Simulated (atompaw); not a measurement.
Building the PAW (atompaw) potential for Zr (PBEsol, scalar-relativistic).

zirconium (Zr), PAW, made with atompaw 4.2.0.5 (PBEsol, scalar-relativistic). Core [Kr], reference 4d2 5s2 5p0. Waves: 5s (bound): rc 2.45 bohr; 5s channel at 3.95 Ry: rc 3.00 bohr; 5p (bound, empty): rc 3.00 bohr; 5p channel at 1.75 Ry: rc 3.00 bohr; 4d (bound): rc 2.15 bohr; 4d channel at 0.1 Ry: rc 3.00 bohr. Local part: ultrasoft scheme with l = 3 at 0.5 Ry, radius 2.25 bohr. Core correction: smooth core density matched at 2.55 bohr. Augmentation charge: besselshape compensation charge, radius 2.40 bohr; PAW radius 3.00 bohr; waves and projectors: custom polynom2 7 10 vanderbiltortho.

All-electron outer shells of the reference configuration (PBEsol, scalar-relativistic, ld1.x):

```csv
shell,level (eV),outermost node (bohr),outermost maximum (bohr)
4s,-54.46,0.55,1.08
4p,-32.43,0.56,1.17
5s,-4.46,1.47,3.15
4d,-3.61,0.58,1.61
5p,-1.45,1.70,4.10
```

**Question.** Is a potential produced?

**Answer.** No. atompaw 4.2.0.5 stopped with "atompaw: The overlap operator has at least one negative eigenvalue!": the overlap operator built from these waves and projectors is not positive definite.
